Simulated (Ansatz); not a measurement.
Consider the substitution at a C–Si bond: `C[SiH]1[SiH2][Se]1` + `C[NH][Zr]([NH]C)([NH]C)[NH]C` → `C[NH][Zr]([NH]C)([NH]C)[N](C)C` + `[SiH2]1[SiH2][Se]1`.

Gas-phase electronic energies from Ansatz, PBE0-D4/def2-TZVP geometries. CCSD(T)/CBS is the MP2 limit (def2-TZVPP, def2-QZVPP) plus CCSD(T) − MP2 in def2-TZVPP, frozen cores. Functionals use def2-TZVPP. B3LYP here is the variant with VWN-RPA as its local correlation; programs differ in this. Elements past krypton have def2 core potentials. For Se, Zr outer-core shells are correlated without core-valence functions, which leaves a few kJ/mol of doubt a bond. Scalar relativity is left out up to krypton. Each species was taken in one conformer, which may not be the lowest.

```tsv
level	ΔE (kJ/mol)
PBE-D4	67.4
r2SCAN-D4	69.7
B3LYP-D4	67.3
SCS-MP2/def2-TZVPP	65.0
```

Problem. What does CCSD(T)/CBS give? (An estimate is asked.)

Solution. Ansatz gave: +68.1 kJ/mol. The listed levels differ from it by -0.7, 1.6, -0.8, -3.1 kJ/mol.

Largest T1 diagnostic among the species: 0.015.

In def2-TZVPP, CCSD(T) changes the Hartree–Fock value by −8.1 kJ/mol (the triples alone add −1.8 kJ/mol) and MP2 by −5.5 kJ/mol. The D4 term adds −5.1 kJ/mol with B3LYP and −3.1 kJ/mol with PBE0; it sums over pairs of atoms, weighted by their polarisabilities, and B3LYP, whose exchange is more repulsive, gets the larger term.
